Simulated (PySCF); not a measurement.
TiO2, SMILES [Ti](=[O])=[O], multiplicity 1.

Coordinates come from a ωB97X-D3(BJ)/def2-TZVP optimisation. The spin state was assumed, not searched. The isomer is the one that the SMILES or the coordinates give; other isomers of the formula were not compared.

Level of theory: ωB97X/def2-TZVPD in PySCF.

Symmetry labels are those of the subgroup C2v that the program uses (full group C2v).

Computed valence orbital energies around the gap with their symmetry:
| orbital | symmetry | energy (eV) |
|---|---|---|
| HOMO−7 | A1 | -26.53 |
| HOMO−6 | B2 | -26.04 |
| HOMO−5 | A1 | -12.33 |
| HOMO−4 | B2 | -11.87 |
| HOMO−3 | A2 | -11.59 |
| HOMO−2 | B1 | -11.06 |
| HOMO−1 | A1 | -10.69 |
| HOMO | B2 | -9.73 |
| LUMO | A1 | -0.84 |
| LUMO+1 | B1 | 0.26 |
| LUMO+2 | A1 | 0.39 |
| LUMO+3 | B2 | 1.45 |
